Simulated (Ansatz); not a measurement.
```yaml
crystal:
  periodic: [false, false, false]
  atoms:
    - {symbol: C, position_ang: [-0.417996, -0.767454, -1.730501]}
    - {symbol: Si, position_ang: [0.513518, -0.750572, -0.118104]}
    - {symbol: N, position_ang: [-0.263375, 0.285216, 1.061219]}
    - {symbol: B, position_ang: [0.222318, 1.497647, 1.544189]}
    - {symbol: Cl, position_ang: [-0.711390, 2.426082, 2.727148]}
    - {symbol: H, position_ang: [-1.442647, -1.120847, -1.590230]}
    - {symbol: H, position_ang: [0.070437, -1.433581, -2.446733]}
    - {symbol: H, position_ang: [-0.459080, 0.233357, -2.166233]}
    - {symbol: H, position_ang: [0.568497, -2.129814, 0.437537]}
    - {symbol: H, position_ang: [1.888419, -0.224606, -0.294015]}
    - {symbol: H, position_ang: [-1.157505, -0.015522, 1.428210]}
    - {symbol: H, position_ang: [1.265705, 1.944894, 1.181611]}
basis:
  gaussian: {orbitals: cc-pVTZ-PP}
hamiltonian: {xc: {name: BLYP}, dispersion: d3bj}
```

```sh
$ ansatz run in.yaml --threads 4 --pin off --events-out ev --progress --plain --max-ram 10444MiB
```

Output, abridged:

```
Functional definition: BLYP
Error: <dir> the basis set cc-pVTZ-PP has no functions for C
```

Q: Something in this input is off. What?

A: The basis set is misnamed or doesn't suit the job. The input was rejected before any iteration.
